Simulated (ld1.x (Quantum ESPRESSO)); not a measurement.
**What the settings do to the TM potential of Ne**

Base potential:

| Property | Result |
| --- | --- |
| Element | neon |
| Generator | ld1.x (Quantum ESPRESSO) 7.5 |
| Type | norm-conserving Troullier–Martins (Kleinman–Bylander form) |
| Functional | PBEsol |
| Relativity | non-relativistic |
| Frozen core | [He] |
| Valence charge | 8 |
| Reference configuration | 2s2 2p5 (charge +1) |
| Partial waves | 2s (bound): rc 0.60 bohr; 2p (bound): rc 1.60 bohr |
| Local potential | the p channel |
| Core correction | none |

All-electron outer shells of the reference configuration (PBEsol, non-relativistic, ld1.x):

```tsv
shell	level (eV)	outermost node (bohr)	outermost maximum (bohr)
2s	-55.28	0.22	0.68
2p	-32.20	–	0.60
```

Cutoffs, loose and tight: the cutoffs (Ry, on a coarse ladder) from which the occupation-weighted sum of valence levels, in a spherical-Bessel basis at the reference potential, stays within 10 and 1 mRy of its value at 400 Ry. They do not see the model core or the augmentation charge, which bear on the density cutoff. Test errors are all-electron minus pseudo excitation energies from the reference, over the configurations 2s2 2p6; 2s2 2p4; 2s2 2p3; 2s2 2p5.5; 2s2 2p2; 2s1 2p6. A dash means not determined; rows that change the core or the reference have their own tests.

| change | outcome | cutoff, loose | cutoff, tight | bound ghosts | largest test error (meV) |
| --- | --- | --- | --- | --- | --- |
| base | generated | 200 Ry | over 300 Ry | none | +3333 |
| wave 2p (bound): rc 1.60 bohr becomes 2p (bound): rc 1.02 bohr | generated | 230 Ry | over 300 Ry | none | +473 |
| wave 2p (bound): rc 1.60 bohr becomes 2p (bound): rc 1.20 bohr | generated | 200 Ry | over 300 Ry | none | +919 |
| wave 2p (bound): rc 1.60 bohr becomes 2p (bound): rc 1.44 bohr | generated | 200 Ry | over 300 Ry | none | +2216 |
| wave 2p (bound): rc 1.60 bohr becomes 2p (bound): rc 1.84 bohr | generated | 200 Ry | over 300 Ry | none | +5310 |
| wave 2p (bound): rc 1.60 bohr becomes 2p (bound): rc 2.02 bohr | generated | 200 Ry | over 300 Ry | none | +7400 |
| wave 2p (bound): rc 1.60 bohr becomes 2p (bound): rc 2.16 bohr | generated | 200 Ry | over 300 Ry | none | +9263 |
| wave 2p (bound): rc 1.60 bohr becomes 2p (bound): rc 2.36 bohr | generated | 200 Ry | over 300 Ry | none | +11360 |

Reading the sweep of the p radius (base included, trends over the rows without a ghost): The loose cutoff stays near 200 Ry. The median size of the test errors (rows with all tests solved) rises from 17.4 meV at 1.02 to 399.4 meV at 2.36 bohr. More of the atom is replaced by a form fitted at one configuration, so other configurations suffer as the radius grows.
